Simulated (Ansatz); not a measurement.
Total energies of K₂S⁺ (the lowest doublet isomer of a short search) from Ansatz at r2SCAN-D4/def2-TZVP, gas phase (1 Eh = 27.2114 eV = 2625.5 kJ/mol). The reference geometry is relaxed at PBE-D4/def2-TZVP.

Cartesian coordinates in Å:
```
K 1.231 -1.505 2.233
K -1.237 1.503 -2.231
S 0.006 0.002 -0.002
```

```json
{"state": "charge 1 doublet", "geometry": "reference", "energy (Eh)": "-1597.83932"}
{"state": "charge 0 singlet", "geometry": "reference", "energy (Eh)": "-1597.99912"}
{"state": "charge 1 quartet", "geometry": "relaxed at PBE-D4/def2-TZVP", "energy (Eh)": "-1597.69257"}
```

Q: Work out the vertical electron affinity, to the singlet.

A: E(charge 1 doublet) − E(charge 0 singlet) = -1597.83932 − (-1597.99912) = 0.15980 Eh = 4.35 eV.

Q: Which of the charge 1 states is lowest, and how far above it are the others?

A: The doublet. quartet: -1597.69257 − (-1597.83932) = 0.14675 Eh = 385.3 kJ/mol.

The structure comes from a short search, and lower isomers may exist.
